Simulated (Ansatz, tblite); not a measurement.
Adding an electron: the cluster Li10⁺. The state is a doublet with charge 1. Geometry: PBE0/def2-TZVP. Ansatz, gas phase; energy differences of separate SCF runs; the reduced species is a triplet (the singlet lies 0.32 eV higher at PBE0/def2-TZVP).

```xyz
10

Li   -2.530    0.422   -0.958
Li    0.026    1.486   -2.321
Li   -0.830    2.540    0.537
Li    1.603   -1.885    1.171
Li    1.608    1.103    1.949
Li   -1.488   -2.356    0.334
Li    2.554    0.193   -0.929
Li   -0.022   -0.034    0.006
Li    0.355   -1.582   -2.209
Li   -1.277    0.114    2.419
```

The xTB rows come from tblite. HOMO above LUMO, or a gap near zero within one spin, warns that the state may not be the lowest or that an electron is smeared out. The structure comes from a short search, and lower isomers may exist.

```json
{"level": "GFN2-xTB", "−HOMO (eV)": "–", "−LUMO (eV)": "–", "vertical EA (eV)": "6.31", "HOMO–LUMO gap (eV)": "–", "remarks": "–"}
{"level": "PBE0/def2-TZVP", "−HOMO (eV)": "5.91", "−LUMO (eV)": "4.66", "vertical EA (eV)": "3.69", "HOMO–LUMO gap (eV)": "1.25", "remarks": "spin-contaminated (⟨S²⟩ 0.85) (+1 doublet)"}
```

**Question.** Estimate the rows for PBE/def2-TZVP, r2SCAN/def2-TZVP.

**Answer.** 
```
           level  −HOMO (eV)  −LUMO (eV)  vertical EA (eV)  HOMO–LUMO gap (eV)                                                                              remarks
   PBE/def2-TZVP        5.48        5.14              3.71                0.34                                              gap within one spin near zero (triplet)
r2SCAN/def2-TZVP        5.54        4.96              3.69                0.58  spin-contaminated (⟨S²⟩ 0.90) (+1 doublet), spin-contaminated (⟨S²⟩ 2.16) (triplet)
```

  HOMO and LUMO are the levels of the spin that leaves or enters (xTB has no such levels and no spin-polarisation term). Other spin states of the ions may lie lower, which would lower the ionisation energy or raise the affinity. Raw xTB energy differences between charge states are shifted by several eV; the methods need an empirical correction for them.
